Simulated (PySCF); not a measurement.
## How methods differ on the excitation energy of Ti

Ti [Ar] 3d2 4s2 (3F) → Ti [Ar] 3d1 4s2 5s1 (3D), as a difference of total energies. Computed with PySCF 2.14 in aug-cc-pwCVTZ-DK (10s9p7d4f3g, 127 functions), with the spin-free X2C one-electron Hamiltonian (Gaussian nucleus). Correlated levels: valence: [Ar] frozen; valence and next inner shell: [Ne] frozen; nothing frozen. The calculations carry no spin-orbit coupling.

```json
{"method": "UHF", "excitation energy (eV)": "7.077"}
{"method": "LDA", "excitation energy (eV)": "8.065"}
{"method": "PBE", "excitation energy (eV)": "7.979"}
{"method": "PBE0", "excitation energy (eV)": "7.883"}
{"method": "r2SCAN", "excitation energy (eV)": "8.352"}
{"method": "PBEsol", "excitation energy (eV)": "7.979"}
{"method": "M06-L", "excitation energy (eV)": "8.070"}
{"method": "MP2 (valence)", "excitation energy (eV)": "7.166"}
{"method": "SCS-MP2 (valence)", "excitation energy (eV)": "7.044"}
{"method": "MP2 (valence and next inner shell)", "excitation energy (eV)": "7.350"}
{"method": "SCS-MP2 (valence and next inner shell)", "excitation energy (eV)": "7.263"}
{"method": "MP2 (all electrons)", "excitation energy (eV)": "7.360"}
{"method": "SCS-MP2 (all electrons)", "excitation energy (eV)": "7.268"}
```

Q: How much does correlation contribute at MP2 (all electrons)?

A: 7.360 − (7.077) = 0.283 eV, measured against UHF.

The upper state lies above the first ionisation limit, where it may autoionise and the basis confines it. A Rydberg-like electron needs more diffuse functions than a valence basis has.

The promoted electron is Rydberg-like, and one or two diffuse shells describe it only roughly, which tends to raise the upper state.
